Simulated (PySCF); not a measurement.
# NMR data sheet: C5H11NO

* Formula: C5H11NO
* SMILES: CC(=O)NC(C)C
* Point group of the computed structure: C1
* Degrees of unsaturation: 1
* Carbon signals: 4
* Proton signals: 4

Atoms are numbered as in `[CH3:1][C:2](=[O:3])[NH:4][CH:5]([CH3:6])[CH3:7]`; H(Xn) means a hydrogen on atom n.

- PBE0-D3(BJ)/def2-TZVP geometry
- shielding tensors at wB97X-D/pcSseg-2 (GIAO)
- program: PySCF 2.14
- a single conformation, gas phase, relativity neglected, fast rotation and ring inversion assumed for equivalent nuclei

Scale: $^{1}$H, $^{13}$C vs TMS; NH3 for $^{15}$N; $^{17}$O against H2O (reference shieldings calculated alike).

```tsv
carbon	δC, type	δH (multiplicity)	HMBC from (2–3 bonds)	span of the C tensor (ppm)
C1	25.1, CH3	1.82 (s)	–	61
C2	176.8, C	–	H(C5), H(C1)	175
C5	42.2, CH	4.61 (m)	H(C6)/H(C7)	48
C6/C7	26.1, CH3	1.01 (d)	H(C5), H(C6)/H(C7)	45
```

Other nuclei:
| atoms | nucleus | environment | δ (ppm) | σ (ppm) |
| --- | --- | --- | --- | --- |
| H(N4) | $^{1}$H | hydrogen on an amide-type nitrogen | 4.43 | 27.20 |
| N4 | $^{15}$N | amide-type nitrogen | 149.5 | 112.6 |
| O3 | $^{17}$O | amide-type carbonyl oxygen | 409.7 | -81.5 |

1. Carbon types of the structure: 1 × C, 1 × CH, 3 × CH3, leaving 1 H on heteroatoms.
2. δC 176.8: amide carbonyl carbon; lone-pair donation from the attached heteroatom keeps it upfield of a ketone carbonyl.
3. δC 26.1: methyl carbon; aliphatic region, no heteroatom directly attached.
4. δC 25.1: methyl carbon α to a carbonyl; the adjacent C=O deshields it moderately.
5. δH 4.61: hydrogen on an sp3 CH bonded to N; its carbon carries N, an electronegative neighbour.
6. δH 4.43: hydrogen on an amide-type nitrogen; labile proton, position sensitive to the medium.

OH/NH shifts are gas-phase values; hydrogen bonding in solution moves them, usually downfield. Amide-type NH protons are broadened by 14N but still split neighbouring CH signals. Shifts are as computed. Against solution values, carbons near 30 ppm lie about +3 ppm off and those near 130 ppm about +10 ppm. Of 1211 compounds with measured shifts, 218 miss one by over three times the rms of a fit or turn the order of signals round; such compounds aren't used in these exercises. Hydrogen bonding in solution shields acid and N–H amide carbonyl oxygens by tens of ppm. Hydrogen bonding in solution deshields acid and N–H amide carbonyl carbons by as much as 10 ppm beyond these values. Unscaled 17O shifts of doubly bonded oxygen tend to come out too high, by tens of ppm or more. Experimental scales use liquid or dissolved standards, which lie at an offset from isolated NH3 (liquid NH3: subtract about 20 ppm) and H2O (liquid H2O: subtract about 36 ppm). No couplings were computed; multiplicities are counted from neighbouring protons, with m where these are inequivalent, close in shift, in a saturated or five-membered ring or joined by F or P, and br s for small geminal =CH2 splittings.
